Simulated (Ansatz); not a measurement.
Molecule: sum formula ZrOF (charge 0, doublet). The spin state was set by rule; other spins were not relaxed. 
Geometry from a B3LYP-D3(BJ)/def2-TZVP (Ansatz, a first-principles code) optimisation:
SMILES: [O]=[Zr][F]
```xyz
3

Zr     0.1691    -0.1198     0.2485
O      0.9725    -0.0288    -1.2913
F     -1.6162     0.5582     0.0433
```
Charge 0, spin multiplicity 2.

Wanted: vertical electron affinity (to the singlet state of charge -1; a negative value means that the extra electron is unbound and the number depends on the basis; each state is the SCF solution reached for its spin; for the singlet the Hartree-Fock reference is unstable and T1 is 0.031), in eV. Correlated levels leave the core frozen unless marked. Open shells are spin-unrestricted. No spin-orbit coupling. Frozen are the shells of the preceding noble gas and the d and f shells that filled before the atom's block. In def2 rows, elements after Kr have scalar-relativistic effective core potentials. Anions need diffuse functions: def2-D sets add few. Basis-set limits of correlation are two-point, X^-3; Hartree-Fock from the larger set. The bracket is a focal-point correction in the basis named.

```csv
level,program,vertical electron affinity (eV)
HF/def2-SVPD,Ansatz,0.64
HF/def2-TZVPPD,Ansatz,0.63
HF/def2-QZVPPD,Ansatz,0.64
PBE0/def2-TZVPD,Ansatz,1.32
wB97M-V/def2-TZVPD,Ansatz,1.45
B2PLYP/def2-TZVPD,Ansatz,1.31
SCS-MP2/def2-SVPD,Ansatz,1.24
CCSD/def2-SVPD,Ansatz,1.50
"RI-MP2/CBS(def2-TZVPPD,def2-QZVPPD)+[CCSD(T)-MP2]/def2-TZVPPD",Ansatz,1.64
```
